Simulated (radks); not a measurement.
The numbers below are computed, except where a source is named.
Ionisation of the germanium ion Ge+, [Ar] 3d10 4s2 4p1, to Ge2+, [Ar] 3d10 4s2, under several functionals. Dirac Kohn-Sham, spin-unpolarised, spherical densities, point nucleus; open shells fill j = l - 1/2 first; a radial shooting solver on a logarithmic mesh with Libxc functionals.

functional         E(Ge+) (hartree)  Exc (hartree)  IE (eV)  -e(HOMO) (eV)  <r> HOMO (bohr)  IE error (eV)
exchange-only PBE       -2097.18523      -77.84578   14.862         10.605            2.589         -1.073
XLYP                    -2099.37884      -80.07846   15.656         11.352            2.545         -0.279
revPBE                  -2098.82742      -79.52564   15.516         11.299            2.536         -0.418
AM05                    -2095.89548      -76.54274   15.574         11.337            2.519         -0.361
PBEsol                  -2097.12538      -77.79079   15.617         11.382            2.518         -0.318
BP86                    -2099.25553      -79.95875   15.771         11.525            2.514         -0.164
SOGGA                   -2096.89225      -77.55559   15.493         11.271            2.523         -0.442
exchange-only LDA       -2092.90981      -73.49851   14.719         10.473            2.559         -1.215

NIST Atomic Spectra Database: 15.935 eV (measured). Closest: BP86. The Delta-SCF values span 1.05 eV, the total energies 6.47 hartree. The highest occupied level is 4p1/2. Spin polarisation and multiplet splitting are left out, so open shells lie too high by an amount that depends on their filling.

Beside tabulated values, note that spin-unpolarised runs miss the spin-polarisation part of the exchange energy of open shells.
